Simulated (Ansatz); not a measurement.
Compare A (`[SiH3]CC(Cl)Cl`) with its isomer B (`CC[SiH](Cl)Cl`).

Isolated molecules relaxed with PBE0-D4/def2-TZVP in Ansatz; ΔE leaves out vibrations. CCSD(T)/CBS is the MP2 limit (def2-TZVPP, def2-QZVPP) plus CCSD(T) − MP2 in def2-TZVPP, frozen cores. DFT in def2-TZVPP. One conformer a species, not always the lowest.

A:

Z-matrix (Å, degrees):
```
Si
C 1 1.892
H 1 1.486 2 107.8
H 1 1.482 2 111.9 3 120.1
H 1 1.487 2 109.2 3 -118.4
C 2 1.505 1 114.2 3 161.5
H 2 1.093 1 109.5 3 -75.3
H 2 1.095 1 108.3 3 41.1
Cl 6 1.780 2 111.3 1 58.8
Cl 6 1.782 2 111.6 1 -178.1
H 6 1.088 2 112.3 1 -59.6
```

B:

Z-matrix (Å, degrees):
```
C
C 1 1.526
H 1 1.093 2 111.6
H 1 1.092 2 111.3 3 120.2
H 1 1.092 2 111.0 3 -119.8
Si 2 1.855 1 113.5 3 -58.8
H 2 1.095 1 111.1 3 179.5
H 2 1.096 1 111.0 3 61.4
Cl 6 2.051 2 109.9 1 -60.7
Cl 6 2.049 2 109.9 1 179.6
H 6 1.479 2 113.3 1 59.1
```

**Question.** Which is lower in electronic energy at CCSD(T)/CBS, and by how much? (An estimate is asked.)

**Answer.** Computed: B, by 78.5 kcal/mol.

**Question.** Give E(B) − E(A) in kcal/mol with B2PLYP, ωB97M-V, r2SCAN-D4, PBE0-D4, MP2/def2-TZVPP, HF/def2-TZVPP, CCSD/def2-TZVPP. (Estimate.)

**Answer.** The calculation gave: B2PLYP -78.8, ωB97M-V -79.1, r2SCAN-D4 -79.4, PBE0-D4 -78.3, MP2/def2-TZVPP -79.7, HF/def2-TZVPP -82.7, CCSD/def2-TZVPP -78.8. None reverses the order clearly.

Largest T1 diagnostic: 0.010.

In def2-TZVPP, CCSD(T) changes the Hartree–Fock value by +5.1 kcal/mol (the triples alone add +1.2 kcal/mol) and MP2 by +3.0 kcal/mol. From PBE to PBE0 (25 % exact exchange), in def2-TZVPP and without D4, E(B) − E(A) moves by −2.8 kcal/mol.
